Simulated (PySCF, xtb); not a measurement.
1-silylprop-2-en-1-one (C3H6OSi), SMILES C=CC(=O)[SiH3].

GFN2-xTB (xtb) at its own geometry gives an orbital gap of 1.96 eV and a dipole moment of 2.49 D.

Geometry: ωB97X-D3(BJ)/def2-SVP. One conformer was computed; it need not be the lowest.

Q: What does PySCF with PBE/def2-TZVP give? (Estimate from the structure and the level; the computed values follow.)

A: gap 2.27 eV (levels -5.60 and -3.32 eV), dipole 2.31 D.
